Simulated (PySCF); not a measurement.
PySCF job for C2H7NOSi2, SMILES CC1=N[SiH2]O[SiH2]1, PBE/pcSseg-1. Geometry: r2SCAN-D4/def2-SVP. The structure was generated by enumeration, and PubChem lists no compound with its InChIKey, so it may never have been made.

```python
import numpy as np
from pyscf import gto, scf, dft
from pyscf.prop.nmr import rks as nmr

mol = gto.M(
    atom='''
    C     0.66424409    2.51535019    0.00000000
    C     0.38415743    1.04381931   -0.00000000
    N     1.33273132    0.17305701   -0.00000000
    Si    0.77434352   -1.50548480    0.00000000
    O    -0.90332241   -1.33620167   -0.00000000
    Si   -1.39244070    0.26692859    0.00000000
    H     0.20460104    2.99241813    0.88310177
    H     0.20460103    2.99241813   -0.88310177
    H     1.74756521    2.70529674    0.00000000
    H     1.24221939   -2.21378063    1.22076283
    H     1.24221939   -2.21378063   -1.22076282
    H    -2.19039735    0.60020621    1.21625263
    H    -2.19039734    0.60020620   -1.21625263
    ''',
    basis='pcSseg-1',
    charge=0,
    spin=0,
    max_memory=1600,
    verbose=3,
)
mf = dft.RKS(mol, xc='pbe')
mf.grids.level = 3
mf.conv_tol = 1e-10
mf.max_cycle = 100
mf.kernel()
n = nmr.NMR(mf)
n.verbose = 2
n.max_cycle_cphf = 60
sigma = n.kernel()
print('atom   isotropic/ppm   span/ppm')
for i, s in enumerate(sigma):
    w = np.linalg.eigvalsh((s + s.T) / 2)
    print(f'{mol.atom_symbol(i):2s}{i + 1:3d} {w.mean():14.3f} {w[2] - w[0]:11.3f}')
```

Output:

```
converged SCF energy = -788.874198832107
atom   isotropic/ppm   span/ppm
C   1        146.483      62.144
C   2        -32.072     238.950
N   3       -184.847     772.460
Si  4        328.412     155.339
O   5        274.949     130.543
Si  6        365.894     158.387
H   7         28.726       6.133
H   8         28.726       6.133
H   9         28.517       7.329
H  10         25.478       7.989
H  11         25.478       7.989
H  12         26.006       8.389
H  13         26.006       8.389
```

The calculation finished and met its thresholds.

Cost: roughly 30 core-seconds.
